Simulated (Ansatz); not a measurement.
Born–Oppenheimer molecular dynamics of BFH7NOSi3 (14 atoms, charge 0, multiplicity 1). It starts from a relaxed structure.

All numbers below come from UKS LDA/STO-3G in Ansatz.

| Property | Result |
| --- | --- |
| ensemble | NVT, Langevin thermostat |
| time step | 0.5 fs |
| steps asked | 150 |
| set temperature | 3000 K |
| friction | 0.01 /fs |
| seed | 268499 |

First frame:

```xyz
14
Properties=species:S:1:pos:R:3
F -2.759 -0.893 1.781
B -1.518 -0.665 1.454
Si 0.164 -0.397 2.447
N 0.859 -0.444 0.836
Si -0.510 -0.545 -0.241
O -0.818 0.871 -1.143
Si 0.253 1.105 -2.442
H 0.686 -1.448 3.318
H 0.409 0.855 3.162
H 1.869 -0.415 0.594
H -0.344 -1.639 -1.211
H 1.619 1.377 -2.008
H -0.231 2.257 -3.181
H 0.309 -0.048 -3.336
```

**Question.** How far do the bonds stretch over the last three quarters of this one trajectory? (Pairs bonded in most of those frames.)

**Answer.** 
```json
{"bond": "F1–B2", "mean (Å)": "1.309", "spread (Å)": "0.028", "shortest": "1.25", "longest": "1.37"}
{"bond": "B2–Si3", "mean (Å)": "1.944", "spread (Å)": "0.075", "shortest": "1.82", "longest": "2.07"}
{"bond": "B2–Si5", "mean (Å)": "2.039", "spread (Å)": "0.044", "shortest": "1.99", "longest": "2.11"}
{"bond": "Si3–N4", "mean (Å)": "1.813", "spread (Å)": "0.030", "shortest": "1.78", "longest": "1.87"}
{"bond": "Si3–H8", "mean (Å)": "1.474", "spread (Å)": "0.062", "shortest": "1.35", "longest": "1.61"}
{"bond": "Si3–H9", "mean (Å)": "1.501", "spread (Å)": "0.112", "shortest": "1.31", "longest": "1.71"}
{"bond": "N4–Si5", "mean (Å)": "1.829", "spread (Å)": "0.091", "shortest": "1.71", "longest": "1.96"}
{"bond": "N4–H10", "mean (Å)": "1.100", "spread (Å)": "0.067", "shortest": "0.98", "longest": "1.25"}
{"bond": "Si5–O6", "mean (Å)": "1.692", "spread (Å)": "0.105", "shortest": "1.55", "longest": "1.92"}
{"bond": "Si5–H11", "mean (Å)": "1.475", "spread (Å)": "0.063", "shortest": "1.36", "longest": "1.60"}
{"bond": "O6–Si7", "mean (Å)": "1.701", "spread (Å)": "0.111", "shortest": "1.57", "longest": "1.88"}
{"bond": "Si7–H12", "mean (Å)": "1.497", "spread (Å)": "0.098", "shortest": "1.29", "longest": "1.69"}
{"bond": "Si7–H13", "mean (Å)": "1.505", "spread (Å)": "0.115", "shortest": "1.30", "longest": "1.71"}
{"bond": "Si7–H14", "mean (Å)": "1.481", "spread (Å)": "0.054", "shortest": "1.37", "longest": "1.59"}
```

Mean temperature of the second half: 2080 K. The mean temperature of the second half is 31 % below the set value. A run of 0.075 ps of so small a system gives no equilibrium averages. Limits of this set-up: minimal basis.

Run time: 10 min on 1 thread of Arm Neoverse V1, with other jobs on the host, peak memory 0.13 GiB.
